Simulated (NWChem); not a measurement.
Molecule: BSiH₅; SMILES B[SiH3]

```xyz
7

B     -0.0002     1.4414     0.0171
H      1.0333     2.0676    -0.0097
H     -1.0332     2.0682    -0.0096
Si    -0.0001    -0.5729     0.0075
H      0.0125    -0.9648    -1.4445
H     -1.2206    -1.1791     0.6263
H      1.2105    -1.1780     0.6467
```
Atoms are numbered in this order, from 1.

Structure relaxed at the PBE0/def2-SVP level.

Q: List the 4 lowest vertical singlet excitations from CAM-B3LYP/6-31G* (spherical d), TDA (NWChem).

A: 
```json
[
 {"state": "S1", "energy (eV)": "4.46", "oscillator strength": "0.007", "leading excitation (squared amplitude)": "HOMO → LUMO (0.97)"},
 {"state": "S2", "energy (eV)": "5.56", "oscillator strength": "0.001", "leading excitation (squared amplitude)": "HOMO−1 → LUMO (0.67)"},
 {"state": "S3", "energy (eV)": "6.99", "oscillator strength": "0.009", "leading excitation (squared amplitude)": "HOMO−3 → LUMO (0.66)"},
 {"state": "S4", "energy (eV)": "7.15", "oscillator strength": "0.079", "leading excitation (squared amplitude)": "HOMO−2 → LUMO (0.95)"}
]
```
